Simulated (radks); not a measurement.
Results of a calculation; reference values are marked as such.
Mean orbital radii <r> (bohr) of neutral arsenic, [Ar] 3d10 4s2 4p3, at several levels of relativity; Dirac values are averaged over j with weights 2j + 1. Spin-unpolarised spherical Kohn-Sham, PBE, point nucleus unless stated (finite: rms radius 4.0968 fm), a radial shooting solver on a logarithmic mesh with Libxc functionals. A level marked "c x" has the speed of light scaled by that factor and shares open shells by 2j + 1; other Dirac levels either fill j = l - 1/2 first or share by 2j + 1.

shell  non-rel.  scalar-rel., finite nucleus  Dirac, 2j+1 shares  Dirac, 2j+1 shares, finite nucleus  change of magnitude, last against first (%)
1s      0.04638                      0.04550             0.04550                             0.04550                                        -1.91
2s       0.2067                       0.2028              0.2025                              0.2025                                        -2.03
2p       0.1788                       0.1772              0.1771                              0.1771                                        -0.95
3s       0.6092                       0.5983              0.5981                              0.5981                                        -1.81
3p       0.6218                       0.6172              0.6171                              0.6171                                        -0.77
3d       0.6751                       0.6783              0.6784                              0.6784                                        +0.49
4s        1.973                        1.939               1.940                               1.940                                        -1.71
4p        2.559                        2.555               2.555                               2.555                                        -0.17
